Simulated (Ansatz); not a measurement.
Isolated molecules relaxed with PBE0-D4/def2-TZVP in Ansatz; ΔE leaves out vibrations. CCSD(T)/CBS is the MP2 limit (def2-TZVPP, def2-QZVPP) plus CCSD(T) − MP2 in def2-TZVPP, frozen cores. This one scheme is used for every species. Functionals use def2-TZVPP. B3LYP here is the variant with VWN-RPA as its local correlation; programs differ in this. For Se outer-core shells are correlated without core-valence functions, which leaves a few kJ/mol of doubt a bond. Scalar relativity is left out up to krypton. Each species was taken in one conformer, which may not be the lowest.

Consider the hydrogenolysis of the Se–Si bond: `O[SiH2][Se][SiH3]` + H₂ → `O[SiH2][SeH]` + SiH₄.

`O[SiH2][Se][SiH3]`:

```xyz
10

O    -1.926   -1.559    0.111
Si   -1.355   -0.121    0.655
Se    0.779   -0.263    1.444
Si    1.703    0.579   -0.461
H    -1.368   -2.064   -0.484
H    -2.248    0.265    1.766
H    -1.349    0.908   -0.419
H     1.393    2.021   -0.618
H     3.169    0.387   -0.340
H     1.202   -0.153   -1.653
```

H₂:

Cartesian coordinates in Å:
```
H 0.051 -0.333 0.160
H -0.051 0.333 -0.160
```

`O[SiH2][SeH]`:

Cartesian coordinates in Å:
```
O 0.363 0.265 -1.568
Si 0.523 0.225 0.065
Se -1.459 0.439 1.176
H -0.332 -0.266 -1.961
H 1.135 -1.045 0.529
H 1.359 1.394 0.405
H -1.589 -1.012 1.355
```

SiH₄:

Cartesian coordinates in Å:
```
Si 0.000 0.000 0.000
H -1.223 0.672 -0.506
H 0.628 -0.777 -1.098
H -0.362 -0.916 1.110
H 0.957 1.022 0.494
```

**Question.** Is it downhill or uphill in electronic energy at CCSD(T)/CBS, and by how much? (Best estimate.)

**Answer.** Ansatz gave: Uphill: ΔE = +0.49 eV.

**Question.** What do these levels give: PBE0-D4, B3LYP-D4, ωB97X-V, B2PLYP, r2SCAN, HF/def2-TZVPP, MP2/def2-TZVPP, SCS-MP2/def2-TZVPP, CCSD/def2-TZVPP, CCSD(T)/def2-TZVPP, HF/def2-QZVPP, SCS-MP2/def2-QZVPP? (An estimate is asked.)

**Answer.** Ansatz gave: PBE0-D4 0.49, B3LYP-D4 0.43, ωB97X-V 0.42, B2PLYP 0.38, r2SCAN 0.48, HF/def2-TZVPP 0.20, MP2/def2-TZVPP 0.54, SCS-MP2/def2-TZVPP 0.44, CCSD/def2-TZVPP 0.36, CCSD(T)/def2-TZVPP 0.42, HF/def2-QZVPP 0.20, SCS-MP2/def2-QZVPP 0.48 eV.

Largest T1 diagnostic among the species: 0.011.

The D4 term adds +0.14 eV with B3LYP and +0.08 eV with PBE0; it sums over pairs of atoms, weighted by their polarisabilities, and B3LYP, whose exchange is more repulsive, gets the larger term. In def2-TZVPP, CCSD(T) changes the Hartree–Fock value by +0.21 eV (the triples alone add +0.05 eV) and MP2 by +0.33 eV.
